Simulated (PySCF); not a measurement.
A structure optimised at PBE-D3(BJ)/def2-SVP, used in a PySCF frequency run:

```
C
H 1 1.1257
N 1 1.4416 2 107.29
H 3 1.0427 1 105.60 2 -65.18
C 1 1.5318 2 108.18 3 119.16
H 5 1.1074 1 110.33 2 -63.62
H 5 1.1085 6 108.68 1 -122.63
H 5 1.1094 6 107.67 7 -117.17
C 1 1.5451 2 106.25 3 -120.27
H 9 1.1087 1 110.87 2 -62.59
H 9 1.1092 10 108.06 1 120.76
H 9 1.1094 10 108.09 11 116.85
```
Charge 0, spin multiplicity 2.

### Question
Write its SMILES and formula.

### Answer
CC(C)[NH], C3H8N

### Question
What are its rotational constants (standard atomic weights)?

### Answer
8.8393, 7.9191, 4.7457 GHz
